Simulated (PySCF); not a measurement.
One molecule, one basis, several functionals.

CHBr₃.
SMILES: `BrC(Br)Br`

PySCF, def2-SVPD basis, density fitting, gas phase, PBE0-D3(BJ)/def2-SVP geometry; singlet excitations by full TDDFT with frozen cores, triplets by Tamm–Dancoff TDDFT and ionisation energies by ΔSCF, from the lowest of the holes tried. One functional is left out:

| functional | exact exchange (%) | HOMO energy (eV) | LUMO energy (eV) | lowest singlet excitation (eV) | lowest triplet excitation (eV) | dipole moment (D) | mean polarisability (au) | vertical ionisation energy (eV) |
| --- | --- | --- | --- | --- | --- | --- | --- | --- |
| LDA | 0 | -7.04 | -3.04 | 4.15 | 3.88 | 0.818 | 82.0 | 9.90 |
| PBE | 0 | -6.89 | -2.88 | 4.15 | 3.84 | 0.794 | 82.0 | 9.72 |
| B3LYP | 20 | -7.90 | -2.20 | 4.61 | 4.20 | 0.831 | 79.6 | 10.09 |
| BHandHLYP | 50 | -9.30 | -0.99 | 5.21 | 4.65 | 0.881 | 76.6 | 10.48 |

Question: Predict the row of PBE0 (25 % exact exchange) by straight lines through the other rows, and check it.

Answer: 
```tsv
property	line	computed	computed − line	B3LYP (20 %), for comparison
HOMO energy (eV)	-8.13	-8.18	-0.05	-7.90
LUMO energy (eV)	-1.98	-1.97	+0.01	-2.20
lowest singlet excitation (eV)	4.69	4.79	+0.10	4.61
lowest triplet excitation (eV)	4.26	4.32	+0.06	4.20
dipole moment (D)	0.842	0.841	-0.001	0.831
mean polarisability (au)	79.2	78.5	-0.7	79.6
vertical ionisation energy (eV)	10.15	10.19	+0.04	10.09
```
